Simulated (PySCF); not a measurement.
Species: C7H13 (charge +1).
Atom-mapped SMILES: `[CH3:1][C+:2]1[CH2:3][CH2:4][CH2:5][C@H:6]1[CH3:7]`

Structure used (GFN2-xTB), in Å, numbered top down from 1:
```xyz
20
C7H13 angstrom
C      2.029    0.618    0.306
C      0.786   -0.097    0.130
C      0.501   -1.409    0.689
C     -0.886   -1.805    0.167
C     -1.551   -0.456   -0.107
C     -0.377    0.419   -0.585
C     -0.600    1.926   -0.608
H      2.353    1.096   -0.621
H      1.845    1.460    0.985
H      2.827    0.004    0.716
H      1.294   -2.143    0.525
H      0.472   -1.277    1.782
H     -1.442   -2.411    0.877
H     -0.783   -2.374   -0.758
H     -2.348   -0.520   -0.843
H     -1.966   -0.030    0.808
H     -0.161    0.103   -1.625
H      0.235    2.452   -1.063
H     -0.740    2.300    0.403
H     -1.494    2.153   -1.180
```

Probes without a nucleus sit at each ring's centroid and 1 Å off its mean plane on both sides; NICS is minus the shielding there, NICSzz its component along the normal. Level: GIAO PBE0/pcSseg-1 (PySCF, non-relativistic, gas phase) on the GFN2-xTB geometry, one conformer.

Ring bond lengths (Å), with Mayer bond orders in brackets: C2–C3 1.454 (1.12), C3–C4 1.533 (1.02), C4–C5 1.530 (1.03), C5–C6 1.541 (0.96), C6–C2 1.459 (1.04).

**Question.** What do the NICS probes read (ppm)?

**Answer.** 
```json
{"ring": "C2–C3–C4–C5–C6", "type": "5-membered carbocycle; formal bonds all single", "NICS(0)": "0.7", "NICS(1), two faces": "-4.1 / -3.5", "NICS(1)zz, two faces": "-3.5 / -2.6", "rms pucker (Å)": "0.15", "centre to ring atoms, mean (Å)": "1.26"}
```

**Question.** What can be read from them?

**Answer.** 
- C2–C3–C4–C5–C6: mean NICS(1)zz -3.1 ppm, shielded. C3, C4, C5, C6 have four or more neighbours, so the value isn't read as a sign of a π ring current. A hydrogen on C6, outside the ring, lies only 1.39 Å from a NICS(1) probe, which then mostly feels that atom.

**Question.** What field does 1 T along the ring normal induce along that normal at the second NICS(1) probe listed for ring C2–C3–C4–C5–C6, 1 Å off the ring?

**Answer.** NICSzz × B0 = -2.6 ppm × 1 T = -3 μT, against the applied field.

**Question.** What are the shieldings of the ring atoms and their hydrogens in the same run (means over atoms taken as equivalent)?

**Answer.** 
```
atoms                environment  σ isotropic (ppm)  principal values of the symmetric part, first atom (ppm)
   C2  formal carbocation centre             -170.9                                     -345.4, -300.8, 133.4
   C3            ring CH2 carbon              119.3                                        92.0, 118.2, 147.8
   C4            ring CH2 carbon              159.1                                       133.4, 169.2, 174.7
   C5            ring CH2 carbon              147.8                                       108.5, 161.3, 173.8
   C6              sp3 CH carbon              107.5                                        75.6, 113.2, 133.6
  H11         methylene hydrogen              27.17                                          22.6, 26.9, 32.1
  H12         methylene hydrogen              27.73                                          23.0, 27.3, 32.9
  H13         methylene hydrogen              28.86                                          24.2, 26.3, 36.0
  H14         methylene hydrogen              29.29                                          24.6, 27.4, 35.9
  H15         methylene hydrogen              28.62                                          23.9, 27.3, 34.7
  H16         methylene hydrogen              29.59                                          24.9, 29.2, 34.6
  H17           methine hydrogen              28.23                                          23.4, 28.5, 32.8
```
